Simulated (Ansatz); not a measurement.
In₁₄P₁₄H₃₄, a nanocrystal cut from wurtzite InP (hydrogen-capped). The state is a singlet with charge 0. Geometry PBE-D4/def2-SVP.

Cartesian coordinates in Å:
```
P -1.284 -3.802 3.577
In -1.093 -1.716 5.245
In -4.596 -0.882 2.678
P -2.142 -0.225 3.388
In 0.286 -4.014 1.511
P 2.478 -3.165 2.704
In -2.702 -2.667 -0.681
P -4.218 -0.744 0.059
P -0.336 -2.003 0.080
In -0.525 0.156 1.449
In 3.692 -0.995 1.885
P 1.846 0.734 2.380
In -3.636 1.617 -0.784
P -1.255 2.122 0.013
In -1.727 4.152 1.580
In 2.785 3.061 1.752
P 0.824 4.711 2.185
P -2.446 -2.431 -3.295
In 1.333 -1.774 -1.883
P 3.557 -1.043 -0.687
In -1.506 -0.270 -4.459
P -3.300 1.314 -3.390
P 0.662 0.285 -3.255
In 0.348 2.498 -1.965
In 4.606 1.197 -1.450
P 2.696 2.811 -0.817
In 2.183 0.584 -5.356
P 4.478 1.023 -4.042
H -1.291 -5.072 4.238
H -2.620 -3.837 3.063
H -2.199 -2.001 6.554
H 0.632 -1.458 5.372
H -4.730 -2.590 3.015
H -5.678 0.393 3.147
H -2.226 1.102 3.924
H 0.505 -5.590 0.818
H 2.141 -2.900 4.070
H 3.417 -4.225 2.919
H -3.210 -4.283 -0.271
H -5.490 -1.055 -0.528
H 5.262 -0.788 2.598
H 1.723 0.711 3.808
H -4.864 2.821 -0.517
H -2.348 3.543 3.093
H -2.282 5.516 0.654
H 4.308 3.487 2.473
H 0.970 5.181 3.531
H 1.244 5.916 1.534
H -3.674 -2.792 -3.935
H -1.666 -3.540 -3.754
H 1.569 -3.255 -2.778
H 4.547 -2.014 -1.055
H -1.615 -0.362 -6.192
H -4.561 1.059 -4.018
H -3.077 2.612 -3.949
H -0.041 3.860 -2.983
H 6.181 1.565 -0.809
H 3.183 4.081 -1.274
H 2.418 -0.964 -6.116
H 1.830 2.116 -6.103
H 5.472 0.057 -4.403
H 5.163 2.175 -4.547
```

In the def2 sets In takes a core potential; there is no spin–orbit coupling. Single mean-field runs in def2-SVP, def2-TZVP are fitted with def2-universal-jkfit.

Question: Estimate the orbital energies around the gap (eV) in Ansatz with PBE-D4/def2-SVP, PBE-D4/def2-TZVP, r2SCAN-D4/def2-TZVP, PBE0-D4/def2-SVP, PBE0-D4/def2-TZVP.

Answer: 
```tsv
orbital	PBE-D4/def2-SVP	PBE-D4/def2-TZVP	r2SCAN-D4/def2-TZVP	PBE0-D4/def2-SVP	PBE0-D4/def2-TZVP
HOMO−5	-6.08	-6.14	-6.36	-7.05	-7.07
HOMO−4	-6.01	-6.07	-6.29	-6.97	-7.00
HOMO−3	-5.98	-6.04	-6.26	-6.94	-6.97
HOMO−2	-5.90	-5.97	-6.18	-6.86	-6.90
HOMO−1	-5.70	-5.77	-5.98	-6.64	-6.68
HOMO	-5.59	-5.66	-5.86	-6.52	-6.56
LUMO	-2.30	-2.45	-2.26	-1.60	-1.73
LUMO+1	-2.15	-2.32	-2.15	-1.46	-1.61
LUMO+2	-2.11	-2.26	-2.07	-1.42	-1.56
LUMO+3	-2.01	-2.17	-2.01	-1.28	-1.46
LUMO+4	-1.95	-2.14	-1.97	-1.26	-1.43
LUMO+5	-1.95	-2.14	-1.92	-1.22	-1.38
```
